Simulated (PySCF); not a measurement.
Computed IR spectrum (relative IR intensity) of a molecule CH6ClNSi. Geometry: B3LYP-D3(BJ)/def2-SVP. The values are those of a single conformer. Level of theory: B3LYP-D3(BJ)/def2-SVP in PySCF 2.14.0. Frequencies are harmonic and unscaled.

Lines under 2 % of the strongest are left out, and lines within 2 cm⁻¹ are merged.

ν (cm⁻¹): 471 (w), 518 (s), 620 (m), 760 (vw), 815 (w), 915 (vs), 929 (s), 1101 (vw), 1150 (m), 1400 (m), 1452 (vw), 1467 (vw), 1496 (vw), 2254 (m), 2265 (s), 2992 (m), 3064 (w), 3103 (w), 3581 (w) (against the strongest line: vs over 80 %, s over 45 %, m over 15 %, w over 4 %, vw less)

**Question.** Identify the compound among the candidates.
A. NC[SiH2]Cl
B. C[Si@H](N)Cl
C. CN[SiH2]Cl

**Answer.** C, CN[SiH2]Cl
